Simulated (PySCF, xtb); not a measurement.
GeF₂, SMILES [F][Ge][F] (connectivity only; charge and spin as stated), neutral, multiplicity 1.

GFN2-xTB (xtb 6.7.1) at its own geometry gives an orbital gap of 4.97 eV and a dipole moment of 4.10 D.

Geometry: B3LYP-D3(BJ)/def2-TZVP. The isomer is the one that the SMILES or the coordinates give; other isomers of the formula were not compared.

Problem. What does B3LYP/def2-TZVPD (PySCF) give? (An estimate is asked for; the answer gives what the named calculation found.)

Solution. gap 5.94 eV (levels -8.93 and -2.99 eV), dipole 2.69 D.
